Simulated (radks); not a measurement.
Species: Ag III. Configuration: [Kr] 4d9 (the NIST ground configuration).

Method: Dirac Kohn-Sham, PBE, spin-unpolarised, spherical densities, finite nucleus; open shells fill j = l - 1/2 first; Fermi nuclear charge, rms radius 4.5454 fm; computed with a radial shooting solver on a logarithmic mesh with Libxc functionals.

Energy parts (eV):
| part | energy |
|---|---|
| total | -144656.869 |
| kinetic | 151383.773 |
| electron-nucleus | -349813.392 |
| Hartree | 57821.433 |
| exchange-correlation | -4048.683 |

Orbitals (lengths in bohr, moments of r in powers of bohr):
orbital  occ.  eigenvalue (eV)      <r^4>
1s1/2       2        -25337.03  4.451e-06
2s1/2       2        -3748.955  0.0007902
2p1/2       2        -3485.504  0.0005147
2p3/2       4        -3310.179  0.0005933
3s1/2       2        -705.8660    0.03700
3p1/2       2        -601.0602    0.03666
3p3/2       4        -570.1174    0.04107
3d3/2       4        -384.5963    0.03725
3d5/2       6        -378.3652    0.03861
4s1/2       2        -117.4988      1.323
4p1/2       2         -84.4492      1.860
4p3/2       4         -79.3179      2.109
4d3/2       4         -29.2373      7.832
4d5/2       5         -28.6206      8.260

The highest occupied level is 4d5/2 at -28.621 eV. For comparison, the ionisation energy in NIST's Atomic Spectra Database is 34.8 eV (semi-empirical). In exact Kohn-Sham theory the highest level is minus the ionisation energy, but local and semilocal functionals leave it too shallow, through self-interaction and a potential that decays too fast; potentials with the right tail come closer. The density falls to 0.001 e/bohr^3 at r = 3.30 bohr. Summed over all electrons, <r^2> = 30.00 bohr^2, which gives a Langevin (diamagnetic) susceptibility term of -23.8 x 10^-6 cm^3/mol.

Beside tabulated values, note that spin-unpolarised runs miss the spin-polarisation part of the exchange energy of open shells.
